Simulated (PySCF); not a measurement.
An unknown shows these calculated signals:

¹H NMR (300 MHz, computed): δ 4.69 (s, 3H), 3.48 (m, 1H), 3.08 (m, 2H), 2.07 (m, 2H), 2.04 (m, 2H), 1.85 (m, 2H), -0.09 (br s, 1H).

¹³C{¹H} NMR (computed): δ 213.6 (C), 50.3 (CH), 39.1 (CH2), 37.6 (CH2).

Averaged over atoms made equivalent by symmetry, fast rotation or ring inversion, non-relativistic Hamiltonian, isolated molecule, single conformer. GFN2-xTB geometry; PBE0/pcSseg-1 with gauge-including orbitals; PySCF.

Referencing at the same level of theory: ¹H and ¹³C vs TMS.

**Question.** Which of these does the molecule contain: an amide, a Si–H bond, a vinyl group CH=CH2, a ketone, an NH or NH2 group, a Si–CH3 group?

**Answer.** 
- An amide: no.
- A Si–H bond: yes (δH 4.69 (s)).
- A vinyl group CH=CH2: no.
- A ketone: yes (δC 213.6).
- An NH or NH2 group: yes (δH -0.09 (br s)).
- A Si–CH3 group: no.

The data belong to SMILES O=C1CCC(N[SiH3])CC1, C₆H₁₃NOSi; they needn't prove each group on their own.

Carbon signals by region: 1 in the far downfield region (above 160 ppm), 1 at 50–100 ppm, 2 below 50 ppm. Above 160 ppm: 213.6, ketone carbonyl carbon.

Exchangeable OH/NH protons stand at their gas-phase positions; hydrogen bonding in a real sample shifts them, mostly to higher δ. Shifts are as computed. Against solution values, carbons near 30 ppm lie about +3 ppm off and those near 130 ppm about +5 ppm. Of 1211 compounds with measured shifts, 218 miss one by over three times the rms of a fit or turn the order of signals round; such compounds aren't used in these exercises. Multiplicities follow the n + 1 count of equivalent neighbours, as no J values were calculated; m marks all less simple cases, F and P coupling included.
